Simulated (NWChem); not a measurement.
C₂H₃ClF₂Si; SMILES F/C([SiH3])=C(\F)Cl

```xyz
9

F      1.8236    -1.0707     0.0000
C      0.5696    -0.5565     0.0000
Si    -0.8874    -1.7729     0.0000
C      0.4475     0.7933     0.0000
F      1.4791     1.6296     0.0000
Cl    -1.0998     1.5655     0.0000
H     -0.2871    -3.1478     0.0000
H     -1.7376    -1.5790     1.2234
H     -1.7376    -1.5790    -1.2234
```
Atoms are numbered in this order, from 1.

Results from NWChem. Geometry: optimised at PBE-D3(BJ)/def2-SVP. Level: PBE0/def2-SVP with SMD (1 M gas to 1 M solution), gas-phase geometry. Reactions with the solvent are ignored.

| solvent | dielectric constant | solvation free energy (kcal/mol) | cavity-dispersion-structure term (kcal/mol) | dipole in solution (D) |
|---|---|---|---|---|
| water | 78.4 | 3.6 | 4.9 | 1.84 |
| diethyl ether | 4.24 | -1.1 | -0.1 | 1.75 |
| benzene | 2.27 | -0.8 | -0.2 | 1.68 |
| dichloromethane | 8.93 | -1.0 | 0.1 | 1.80 |
| 1,4-dioxane | 2.21 | 0.5 | 1.2 | 1.67 |
| ethanol | 24.9 | -0.6 | 0.6 | 1.83 |
